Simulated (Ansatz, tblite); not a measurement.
Spin states of Li2Si2⁺, each relaxed with PBE0-D4/def2-TZVP in Ansatz. Electronic energies in the gas phase.

The xTB rows come from tblite. Correlated methods freeze 10 core orbitals; core or outer-core shells of Li are correlated, in sets that lack core-valence functions. In CCSD on the charge 1 doublet the largest single amplitude is 0.15, so its Hartree–Fock determinant may place the open shell otherwise than the density functionals do. The structure comes from a short search, and lower isomers may exist.

Doublet geometry (C2v within 0.1 Å):

Cartesian coordinates in Å:
```
Li -1.082 -1.668 0.844
Li 0.792 1.946 0.499
Si -0.766 0.306 -0.960
Si 1.055 -0.584 -0.383
```

Quartet geometry (D2h within 0.1 Å):

```tsv
atom	x (Å)	y (Å)	z (Å)
Li1	0.1143	-0.8601	-2.1946
Li2	-0.1185	0.8738	2.1888
Si3	-1.1039	-0.3175	0.0670
Si4	1.1081	0.3037	-0.0612
```

⟨S²⟩: doublet 0.76 at PBE0-D4/def2-TZVP (pure 0.75), quartet 3.76 at PBE0-D4/def2-TZVP (pure 3.75).

Run but left out: HF/STO-3G (doublet: a determinant that CCSD turns far, T1 0.068); HF/def2-TZVP, HF/def2-TZVPP, MP2/def2-TZVP, MP2/def2-TZVPP (doublet: ⟨S²⟩ 1.15, where a pure state has 0.75).

Only these spin states were relaxed.

```tsv
level	quartet − doublet (kcal/mol)	lowest of these	remarks
GFN1-xTB	25.2	doublet	–
GFN2-xTB	23.6	doublet	–
PBE-D4/def2-TZVP	29.9	doublet	–
PBE0-D4/def2-TZVP	28.5	doublet	–
ωB97M-V/def2-TZVP	31.0	doublet	–
PBE-QIDH/def2-TZVP	30.5	doublet	–
CCSD/def2-TZVPP	28.5	doublet	large T1 (0.068) (doublet), spin-contaminated (⟨S²⟩ 1.15) (doublet)
CCSD(T)/def2-TZVPP	31.1	doublet	large T1 (0.068) (doublet), spin-contaminated (⟨S²⟩ 1.15) (doublet)
```

Change of the quartet − doublet gap on mixing in exact exchange, in kcal/mol: PBE to PBE0 (25 % exact exchange) -1.5.

The xTB methods have no spin-polarisation term.
